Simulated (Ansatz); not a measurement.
BO, multiplicity 2 (the spin of the measured ground state), most abundant isotopes (11.0093 and 15.9949 u). Constants from fifth-degree fits in 1/R to seven points on the lowest solution found; no spin–orbit coupling, no relativity up to Kr; ω_e x_e and α_e move by some per cent with the fit.

Cores are frozen in the correlated methods.

Run with Ansatz (Gaussian basis) for Hartree–Fock, density functionals and correlated methods. Values without a source in brackets are computed.

Total energies (hartree; each atom in its lowest state at that level) and vibrational constants (cm⁻¹):

```tsv
level	E(BO) at r_e	E(B)	E(O)	ω_e	ω_e x_e
PBE/def2-TZVPP	-99.949735	-24.610083	-75.009672	1844	11
B3LYP/def2-TZVPP	-100.069833	-24.663919	-75.096275	1914	11
wB97M-V/def2-TZVPP	-100.035731	-24.649626	-75.077171	1934	11
CCSD(T)/def2-QZVPP	-99.899348	-24.600738	-74.994067	1887	11
```

Task: Work out D_e and D₀ in eV.

Result: 
D_e = E(B) + E(O) − E(molecule), times 27.2114 eV; D₀ = D_e − (ω_e/2 − ω_e x_e/4)/8065.54.
- PBE/def2-TZVPP: D_e = 8.979, zero point 0.114, D₀ = 8.865 eV
- B3LYP/def2-TZVPP: D_e = 8.426, zero point 0.118, D₀ = 8.307 eV
- wB97M-V/def2-TZVPP: D_e = 8.407, zero point 0.120, D₀ = 8.287 eV
- CCSD(T)/def2-QZVPP: D_e = 8.287, zero point 0.117, D₀ = 8.170 eV
No counterpoise correction is made.

Ansatz is a program for electronic structure.
